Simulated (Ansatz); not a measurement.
Consider the formal exchange of groups at a B–Cl bond: `FCBCl` + fluoromethane → `FCBCF` + HCl.

Gas-phase electronic energies from Ansatz, PBE0-D4/def2-TZVP geometries. CCSD(T)/CBS is the MP2 limit (def2-TZVPP, def2-QZVPP) plus CCSD(T) − MP2 in def2-TZVPP, frozen cores. This one scheme is used for every species. DFT in def2-TZVPP. HSE06 is defined as in plane-wave codes. One conformer a species, not always the lowest.

`FCBCl`:

```xyz
7

F     1.453   -0.887   -0.367
C     0.242   -0.613    0.232
B    -0.433    0.727   -0.182
Cl    0.293    1.806   -1.326
H    -0.451   -1.441    0.021
H     0.380   -0.619    1.324
H    -1.483    1.027    0.299
```

`CF`:

```xyz
5

C     0.048    0.037   -0.005
F    -1.036   -0.804    0.101
H     0.741   -0.169    0.814
H    -0.296    1.072    0.053
H     0.543   -0.136   -0.963
```

`FCBCF`:

Cartesian coordinates in Å:
```
F -1.421 0.195 2.115
C -0.334 -0.077 1.299
B -0.551 0.233 -0.205
C 0.585 -0.025 -1.233
F 1.757 -0.538 -0.685
H 0.533 0.487 1.674
H -0.059 -1.135 1.425
H -1.584 0.674 -0.616
H 0.240 -0.720 -2.012
H 0.836 0.906 -1.762
```

HCl:

```xyz
2

Cl    0.095   -0.219   -0.593
H    -0.095    0.219    0.593
```

```
             level  ΔE (kJ/mol)  difference from CCSD(T)/CBS
           BLYP-D4         88.7                         -2.1
      CAM-B3LYP-D4         86.5                         -4.3
          PBE-QIDH         93.2                          2.4
            revPBE         90.9                          0.1
             HSE06         89.8                         -1.0
             BHLYP         90.8                          0.0
RPA@PBE/def2-TZVPP         92.5                          1.7
      MP2/def2-SVP        104.9                         14.1
  CCSD(T)/def2-SVP        102.0                         11.2
CCSD(T)/def2-TZVPP         91.5                          0.7
       CCSD(T)/CBS         90.8                            0
```

Largest T1 diagnostic among the species: 0.012.

Leaving LDA and LC-ωPBE aside and taking each functional with its dispersion term where it has one, the values spread over 6.7 kJ/mol, from CAM-B3LYP-D4 to PBE-QIDH. LDA lies −6.7 kJ/mol from PBE without D4. At CCSD(T), def2-SVP lies +11.2 kJ/mol from the extrapolated value and def2-TZVPP +0.8 kJ/mol.
